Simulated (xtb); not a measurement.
xtb input for ZnHF, SMILES [F][ZnH], GFN2-xTB. 

```
$ xtb mol.xyz --gfn 2 --sp --chrg 0 --uhf 0 --json
$ cat mol.xyz
3

Zn     0.00114671    -0.33920880     0.00000000
H     -0.01842675    -1.78547335    -0.00000000
F     -0.00177493     1.32908194    -0.00000000
```

Output:

```
[banner left out]
          |                Calculation Setup                |
           -------------------------------------------------



           -------------------------------------------------
          |                 G F N 2 - x T B                 |
           -------------------------------------------------

        Reference                      10.1021/acs.jctc.8b01176
      * Hamiltonian:
        H0-scaling (s, p, d)           1.850000    2.230000    2.230000
        zeta-weighting                 0.500000
      * Dispersion:
        s8                             2.700000
        a1                             0.520000
        a2                             5.000000
        s9                             5.000000
      * Repulsion:
        kExp                           1.500000    1.000000
        rExp                           1.000000
      * Coulomb:
        alpha                          2.000000
        third order                    shell-resolved
        anisotropic                    true
        a3                             3.000000
        a5                             4.000000
        cn-shift                       1.200000
        cn-exp                         4.000000
        max-rad                        5.000000


          ...................................................
          :                      SETUP                      :
          :.................................................:
          :  # basis functions                   9          :
          :  # atomic orbitals                   9          :
          :  # shells                            5          :
          :  # electrons                        10          :
          :  max. iterations                   250          :
          :  Hamiltonian                  GFN2-xTB          :
          :  restarted?                      false          :
          :  GBSA solvation                  false          :
          :  PC potential                    false          :
          :  electronic temp.          300.0000000     K    :
          :  accuracy                    1.0000000          :
          :  -> integral cutoff          0.2500000E+02      :
          :  -> integral neglect         0.1000000E-07      :
          :  -> SCF convergence          0.1000000E-05 Eh   :
          :  -> wf. convergence          0.1000000E-03 e    :
          :  Broyden damping             0.4000000          :
          :  net charge                          0          :
          :  unpaired electrons                  0          :
          ...................................................

 iter      E             dE          RMSdq      gap      omega  full diag
   1     -5.8140425 -0.581404E+01  0.297E+01    7.78       0.0  T
   2     -5.8348588 -0.208163E-01  0.168E+01    7.31       1.0  T
   3     -5.8319648  0.289398E-02  0.120E+00    7.66       1.0  T
   4     -5.8359012 -0.393642E-02  0.374E-01    7.25       1.0  T
   5     -5.8362466 -0.345392E-03  0.136E-01    7.32       1.0  T
   6     -5.8362073  0.392743E-04  0.140E-01    7.29       1.0  T
   7     -5.8362679 -0.605203E-04  0.190E-03    7.32      30.4  T
   8     -5.8362679 -0.287735E-08  0.892E-04    7.32      64.8  T
   9     -5.8362679 -0.649969E-10  0.173E-04    7.32     334.4  T

   *** convergence criteria satisfied after 9 iterations ***

         #    Occupation            Energy/Eh            Energy/eV
      -------------------------------------------------------------
         1        2.0000           -0.7672613             -20.8782
         2        2.0000           -0.5433874             -14.7863
         3        2.0000           -0.4587127             -12.4822
         4        2.0000           -0.4587119             -12.4822
         5        2.0000           -0.4529512             -12.3254 (HOMO)
         6                         -0.1839887              -5.0066 (LUMO)
         7                         -0.1321208              -3.5952
         8                         -0.1319273              -3.5899
         9                          0.6516748              17.7330
      -------------------------------------------------------------
                  HL-Gap            0.2689624 Eh            7.3188 eV
             Fermi-level           -0.3184699 Eh           -8.6660 eV

 SCC (total)                   0 d,  0 h,  0 min,  0.002 sec
 SCC setup                      ...        0 min,  0.000 sec (  5.809%)
 Dispersion                     ...        0 min,  0.000 sec (  1.948%)
 classical contributions        ...        0 min,  0.000 sec (  1.034%)
 integral evaluation            ...        0 min,  0.000 sec ( 10.783%)
 iterations                     ...        0 min,  0.001 sec ( 59.683%)
 molecular gradient             ...        0 min,  0.000 sec ( 13.427%)
 printout                       ...        0 min,  0.000 sec (  6.581%)

         :::::::::::::::::::::::::::::::::::::::::::::::::::::
         ::                     SUMMARY                     ::
         :::::::::::::::::::::::::::::::::::::::::::::::::::::
         :: total energy              -5.825727226263 Eh    ::
         :: gradient norm              0.000733719159 Eh/a0 ::
         :: HOMO-LUMO gap              7.318840085073 eV    ::
         ::.................................................::
         :: SCC energy                -5.836267861581 Eh    ::
         :: -> isotropic ES            0.076968671313 Eh    ::
         :: -> anisotropic ES          0.002934053373 Eh    ::
         :: -> anisotropic XC          0.000931800700 Eh    ::
         :: -> dispersion             -0.000530843637 Eh    ::
         :: repulsion energy           0.010540635318 Eh    ::
         :: add. restraining           0.000000000000 Eh    ::
         :: total charge              -0.000000000000 e     ::
         :::::::::::::::::::::::::::::::::::::::::::::::::::::

           -------------------------------------------------
          |                Property Printout                |
           -------------------------------------------------

    * Orbital Energies and Occupations

         #    Occupation            Energy/Eh            Energy/eV
      -------------------------------------------------------------
         1        2.0000           -0.7672613             -20.8782
         2        2.0000           -0.5433874             -14.7863
         3        2.0000           -0.4587127             -12.4822
         4        2.0000           -0.4587119             -12.4822
         5        2.0000           -0.4529512             -12.3254 (HOMO)
         6                         -0.1839887              -5.0066 (LUMO)
         7                         -0.1321208              -3.5952
         8                         -0.1319273              -3.5899
         9                          0.6516748              17.7330
      -------------------------------------------------------------
                  HL-Gap            0.2689624 Eh            7.3188 eV
             Fermi-level           -0.3184699 Eh           -8.6660 eV

     #   Z          covCN         q      C6AA      α(0)
     1  30 Zn       1.571     0.320   121.294    21.514
     2   1 H        0.896     0.051     2.308     2.377
     3   9 F        0.676    -0.372    13.186     4.287

 Mol. C6AA /au·bohr⁶  :        252.524026
 Mol. C8AA /au·bohr⁸  :      13514.150425
 Mol. α(0) /au        :         28.177725


Wiberg/Mayer (AO) data.
largest (>0.10) Wiberg bond orders for each atom

 ---------------------------------------------------------------------------
     #   Z sym  total        # sym  WBO       # sym  WBO       # sym  WBO
 ---------------------------------------------------------------------------
Note: The following floating-point exceptions are signalling: IEEE_DENORMAL
normal termination of xtb
     1  30 Zn   1.800 --     3 F    0.936     2 H    0.864
     2   1 H    0.997 --     1 Zn   0.864     3 F    0.133
     3   9 F    1.070 --     1 Zn   0.936     2 H    0.133
 ---------------------------------------------------------------------------

Topologies differ in total number of bonds
Writing topology from bond orders to xtbtopo.mol

molecular dipole:
                 x           y           z       tot (Debye)
 q only:        0.000      -1.312       0.000
   full:        0.010      -1.122       0.000       2.852
molecular quadrupole (traceless):
                xx          xy          yy          xz          yz          zz
 q only:        0.813       0.013      -1.626       0.000       0.000       0.813
  q+dip:        0.997       0.025      -1.993       0.000       0.000       0.996
   full:        2.881      -0.009      -5.762       0.000      -0.000       2.881


           -------------------------------------------------
          | TOTAL ENERGY               -5.825727226263 Eh   |
          | GRADIENT NORM               0.000733719159 Eh/α |
          | HOMO-LUMO GAP               7.318840085073 eV   |
           -------------------------------------------------

------------------------------------------------------------------------
------------------------------------------------------------------------
 total:
 SCF:
```

The calculation finished and met its thresholds.
